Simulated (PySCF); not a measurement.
Species: (2-ethoxyethyl)triethylphosphonium bis(trifluoromethanesulfonyl)imide, C10H24OP (charge +1).
SMILES with atom numbers: `[CH3:1][CH2:2][O:3][CH2:4][CH2:5][P+:6]([CH2:7][CH3:8])([CH2:9][CH3:10])[CH2:11][CH3:12]` (hydrogens: H13, H14, H15 on C1; H16, H17 on C2; H18, H19 on C4; H20, H21 on C5; H22, H23 on C7; H24, H25, H26 on C8; H27, H28 on C9; H29, H30, H31 on C10; H32, H33 on C11; H34, H35, H36 on C12)

Computed, not measured: PBE0-D3(BJ)/def2-SVP geometry optimisation, gas phase in PySCF.

Task: List the bond lengths, angles and torsions at this level.

Result: 
| bond | length (pm) | order |
| --- | --- | --- |
| C1–C2 | 150.6 | single |
| C2–O3 | 141.7 | single |
| O3–C4 | 139.4 | single |
| C4–C5 | 152.1 | single |
| C5–P6 | 182.2 | single |
| P6–C7, P6–C9, P6–C11 | 181.3 | single |
| C7–C8, C9–C10, C11–C12 | 152.3 | single |
| C1–H13, C1–H14, C1–H15 | 110.0 | single |
| C2–H16, C2–H17 | 110.7 | single |
| C4–H18, C4–H19 | 110.8 | single |
| C5–H20, C5–H21 | 110.2 | single |
| C7–H22 and 5 like bonds | 110.2 | single |
| C8–H24 and 8 like bonds | 110.0 | single |

Bonds in one row agree within 1 pm and their mean is given. Orders are formal, as drawn. A selection of angles:
| angle | degrees |
| --- | --- |
| C1–C2–O3 | 109.0 |
| C2–O3–C4 | 114.5 |
| O3–C4–C5 | 108.1 |
| C4–C5–P6 | 113.0 |
| C5–P6–C7 | 109.6 |
| C5–P6–C9 | 108.1 |
| C7–P6–C9 | 109.5 |
| P6–C7–C8 | 114.6 |
| P6–C9–C10 | 114.2 |

Dihedral angles: C1–C2–O3–C4 -179° (antiperiplanar); C2–O3–C4–C5 -175° (antiperiplanar); O3–C4–C5–P6 -45° (synclinal); C4–C5–P6–C7 80° (synclinal); C5–P6–C7–C8 175° (antiperiplanar); C5–P6–C9–C10 -62° (synclinal); C5–P6–C11–C12 -63° (synclinal). The mirror-image conformer, all signs reversed, is as good.

The C–O distances run from 1.394 Å (O3–C4, drawn single) to 1.417 Å (C2–O3, drawn single), a spread of 0.023 Å. P6 (phosphonium phosphorus) is tetrahedral (angles from 108.1° to 110.2°). O3 (ether oxygen) is bent (angle 114.5°). Of the pairs four or more bonds apart, O3···H23 is among the closest relative to their van der Waals radii: 2.36 Å, 87 % of the sum of Bondi's values.

Point group: C1 (no symmetry element, even within 0.4 Å). Whether it is a minimum is left open (no frequencies).
